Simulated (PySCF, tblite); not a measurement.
Isomers of C5H5F4O (doublet state). Calculated harmonic vibrations of the isolated species, GFN2-xTB (tblite), most abundant isotopes, no scaling. Errors from tens to a few hundred cm⁻¹ against measured bands are possible. One conformer each. Open shells enter through the occupations alone, without spin polarisation, and single modes of such species can be off by tens of per cent.

Electronic energies: B3LYP/pcH-1 single points on the GFN2-xTB geometries (PySCF, gas phase).

| SMILES | electronic energy, lowest = 0 (kcal/mol) |
| --- | --- |
| CO/C=C(/[CH]F)C(F)(F)F | 6.7 |
| C=CO[C@H](F)[CH]C(F)(F)F | 18.1 |
| [CH2]O/C=C(/CF)C(F)(F)F | 23.1 |
| F[C@@H]1[CH]OC[C@@H]1C(F)(F)F | 0.0 |
| F[C]1COC[C@H]1C(F)(F)F | 6.6 |

Q: How do GFN2-xTB zero-point energies change the relative energies?

A: 
| SMILES | ZPE (kcal/mol) | of it from modes above 1550 cm⁻¹ | electronic (kcal/mol) | with ZPE, lowest = 0 (kcal/mol) | lowest mode (cm⁻¹) | rings |
| --- | --- | --- | --- | --- | --- | --- |
| F[C@@H]1[CH]OC[C@@H]1C(F)(F)F | 60.0 | 21.4 | 0.0 | 0.0 | 58 | 1 |
| F[C]1COC[C@H]1C(F)(F)F | 60.0 | 20.8 | 6.6 | 6.6 | 46 | 1 |
| CO/C=C(/[CH]F)C(F)(F)F | 58.3 | 21.7 | 6.7 | 5.0 | 35 | 0 |
| C=CO[C@H](F)[CH]C(F)(F)F | 57.4 | 24.3 | 18.1 | 15.4 | 13 | 0 |
| [CH2]O/C=C(/CF)C(F)(F)F | 57.6 | 24.0 | 23.1 | 20.7 | 4i | 0 |

The zero-point energies span 2.6 kcal/mol, from `C=CO[C@H](F)[CH]C(F)(F)F` to `F[C@@H]1[CH]OC[C@@H]1C(F)(F)F`. Slightly imaginary modes are left out of the zero-point energy: `[CH2]O/C=C(/CF)C(F)(F)F` 4.4i cm⁻¹. The lowest isomer stays, but the order above it changes.

Q: And how do the electronic energies of GFN2-xTB itself compare?

A: `F[C@@H]1[CH]OC[C@@H]1C(F)(F)F` 0.0; `F[C]1COC[C@H]1C(F)(F)F` 4.1; `CO/C=C(/[CH]F)C(F)(F)F` 7.7; `C=CO[C@H](F)[CH]C(F)(F)F` 30.3; `[CH2]O/C=C(/CF)C(F)(F)F` 20.8 kcal/mol, lowest = 0. Against the energies above, taken from the same isomer `F[C@@H]1[CH]OC[C@@H]1C(F)(F)F`, the largest difference is 12.2 kcal/mol.

Q: What do entropy and thermal enthalpy add at 298.15 K and 1 bar (rigid rotor, harmonic oscillator, one conformer each)?

A: 
```tsv
SMILES	point group	symmetry number	S (cal/(mol K))	H − H(0) (kcal/mol)	ZPE + H − H(0) − TS (kcal/mol)
F[C@@H]1[CH]OC[C@@H]1C(F)(F)F	C1	1	96.9	6.44	37.6
F[C]1COC[C@H]1C(F)(F)F	C1	1	98.0	6.45	37.2
CO/C=C(/[CH]F)C(F)(F)F	C1	1	105.8	7.44	34.2
```

S holds R ln(2S + 1) for the spin.

Not tabulated: `C=CO[C@H](F)[CH]C(F)(F)F` (lowest mode only 13 cm⁻¹); `[CH2]O/C=C(/CF)C(F)(F)F` (lowest mode only 4i cm⁻¹).
